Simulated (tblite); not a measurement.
Compound: C2H9FO2Si2.
Z-matrix (Å and degrees, GFN2-xTB geometry), rows numbered from 1:
```
O 
Si  1  1.6192
O   2  1.6256  1  107.04
C   2  1.9024  1  106.74  3   120.63
Si  4  1.9088  2  112.87  1   -59.58
C   4  1.5168  2  109.74  1   175.66
F   6  1.3846  4  110.73  2    58.50
H   1  0.9528  2  118.54  3    31.96
H   2  1.4657  1  110.34  3  -119.10
H   3  0.9539  2  119.12  1   163.24
H   4  1.0909  2  108.30  1    60.00
H   5  1.4706  4  107.01  2  -176.55
H   5  1.4607  4  109.61  2    64.38
H   5  1.4638  4  110.63  2   -58.22
H   6  1.0959  4  112.18  2   -59.17
H   6  1.0951  4  112.59  2   176.85
```

Computed with GFN2-xTB (tblite): harmonic, unscaled wavenumbers at the GFN2-xTB geometry, gas phase. Against measured fundamentals such values can be off by several per cent, at times by over 20. Modes of hydrogen on silicon can be 10 to 20 % off. One conformer, not necessarily the lowest.

Harmonic wavenumbers (cm⁻¹): 47.5, 84.6, 109.8, 118.0, 140.0, 173.0, 220.1, 269.4, 277.4, 329.0, 381.8, 475.5, 514.7, 566.1, 656.3, 710.3, 722.5, 767.4, 779.7, 784.3, 794.5, 812.6, 847.1, 902.9, 935.3, 957.5, 1008.2, 1079.1, 1114.2, 1216.3, 1231.1, 1335.5, 1471.9, 2205.0, 2234.9, 2265.3, 2290.3, 2924.1, 2941.0, 2970.1, 3672.3, 3682.3.

A = 2027, B = 1442, C = 1076 MHz; mass 140.013 u (most abundant isotopes); point group C1, symmetry number 1.

Question: Zero-point energy?

Answer: ½Σν̃ = 23509 cm⁻¹ = 281.24 kJ/mol.

Question: What is S at 350 K and 1 bar for an ideal gas of classical rigid rotors and harmonic oscillators?

Answer: Translation 173.82, rotation 123.40, vibration 159.52: S = 456.7 J/(mol K).

Question: And Cp and H(350 K) − H(0)?

Answer: Cp = 190.44 J/(mol K), of which vibrations give 157.19 (their classical limit is 42 R = 349.2); H(350 K) − H(0) = 40.76 kJ/mol without the zero-point energy, 29.12 from vibrations.

Question: How do the functions run with temperature in this model?

Answer: 
| T (K) | S (J/(mol K)) | Cp (J/(mol K)) | H − H(0) (kJ/mol) | G − H(0) (kJ/mol) | ln q(vib) |
| --- | --- | --- | --- | --- | --- |
| 50 | 245.6 | 57.9 | 2.11 | -10.17 | 0.49 |
| 100 | 294.9 | 85.9 | 5.75 | -23.74 | 1.81 |
| 298.15 | 427.8 | 171.2 | 31.37 | -96.17 | 7.69 |
| 373.15 | 469.2 | 198.3 | 45.26 | -129.82 | 9.84 |
| 500 | 532.4 | 233.5 | 72.76 | -193.43 | 13.36 |
| 750 | 636.3 | 278.3 | 137.23 | -340.02 | 19.73 |
| 1000 | 720.5 | 306.3 | 210.54 | -509.96 | 25.39 |

q(vib) and H(0) count from the zero-point level.

Question: What must be added to the electronic energy to get the Gibbs energy at 350 K and 1 bar?

Answer: ZPE + [H(350 K) − H(0)] − T·S = 281.24 + 40.76 − 159.86 = 162.14 kJ/mol.

Question: Which modes carry the vibrational entropy at 350 K?

Answer: 47.5 cm⁻¹: 21.91; 84.6 cm⁻¹: 17.14; 109.8 cm⁻¹: 15.00; 118.0 cm⁻¹: 14.41; 140.0 cm⁻¹: 13.02; 173.0 cm⁻¹: 11.32 J/(mol K); the other 36 give 66.72 together.

Hindered rotation and anharmonicity are outside this model. Other conformers, if any are populated, would add a mixing term that is left out. The structure is chiral; the term R ln 2 for an equal mix with its mirror image is left out.
